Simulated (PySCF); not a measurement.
# What a mistake does to a calculation on ClH5NSi2

All numbers below are calculated, not measured. They come from PySCF 2.14.0, an open-source quantum chemistry program, on an isolated molecule that a program drew, which may never have been made. The molecule is ClH5NSi2 (charge 0, doublet), drawn as the SMILES string `N[Si]([SiH3])Cl`.

Each row is a Hartree-Fock (HF) and frozen-core CCSD(T) single point in the cc-pV(D+d)Z basis, meant for a local HF minimum. Run 1 is clean. Each other run has one planted mistake out of seven kinds, and not every kind appears here: one electron removed, one electron added, multiplicity raised by two, geometry at a saddle point, minimal basis STO-3G, one bond length entered in bohr, all coordinates scaled. The reference is restricted for singlets and unrestricted otherwise, and also for a bond in bohr. Adding or removing an electron swaps singlet and doublet. Electrons count all cores. HOMO and LUMO are orbital energies over both spins, the gradient is its largest component, and the lowest frequency (negative if imaginary) is given only where the gradient is small. Bond lengths are over the 8 bonds as drawn. T1 is the CCSD diagnostic: over 0.02 (restricted) or 0.045 (unrestricted) a single reference is doubtful.

Geometry of the clean run:
```xyz
9
ClH5NSi2, angstrom
N    -0.4824    1.1498   -1.5953
Si   -0.4506   -0.3069   -0.6817
Si    1.5371   -1.5200   -1.1381
Cl   -0.4676    0.2928    1.3267
H    -1.0738    1.9089   -1.3091
H    -0.4227    1.1040   -2.5964
H     1.4925   -2.8123   -0.4172
H     2.7479   -0.7673   -0.7345
H     1.5961   -1.7850   -2.5976
```

| run | electrons | basis functions | <S^2> | HOMO (eV) | LUMO (eV) | gradient (hartree/bohr) | lowest frequency (cm^-1) | mean bond (Å) | longest bond (Å) | T1 | HF (hartree) | CCSD(T) (hartree) | mistake |
|---|---|---|---|---|---|---|---|---|---|---|---|---|---|
| 1 | 57 | 108 | 0.760 | -8.15 | 1.55 | 2.3e-05 | 100 | 1.5804 | 2.373 | 0.0151 | -1094.78332 | -1095.34299 | no fault |
| 2 | 56 | 108 | 0.000 | -17.01 | -6.05 | 7.2e-02 | - | 1.5804 | 2.373 | 0.0190 | -1094.52094 | -1095.08850 | one electron removed |
| 3 | 57 | 37 | 0.754 | -5.71 | 4.95 | 3.1e-02 | - | 1.5804 | 2.373 | 0.0144 | -1082.47686 | -1082.63449 | minimal basis STO-3G |
| 4 | 57 | 108 | 3.764 | -4.63 | -2.19 | 2.8e-02 | - | 1.5804 | 2.373 | 0.0275 | -1094.55578 | -1095.10931 | ? |
| 5 | 57 | 108 | 0.767 | -8.58 | 0.83 | 5.5e-02 | - | 1.6926 | 2.541 | 0.0178 | -1094.74743 | -1095.31684 | ? |

**Which mistake was planted in run 4, and what did it cost?**

Electrons, basis and geometry are unchanged, and <S^2> is 3.764, beside S(S+1) = 3.75 for a multiplicity of 4. So the mistake is: multiplicity raised by two. Subtracting run 1 and multiplying by 627.51 kcal/mol a hartree, the energy moved by 142.8 kcal/mol in HF and 146.6 kcal/mol in CCSD(T).

**Which mistake was planted in run 5, and what did it cost?**

The mean and the longest bond both change by the same factor, 1.071, and the gradient is no longer small. So the mistake is: all coordinates scaled. Subtracting run 1 and multiplying by 627.51 kcal/mol a hartree, the energy moved by 22.5 kcal/mol in HF and 16.4 kcal/mol in CCSD(T).

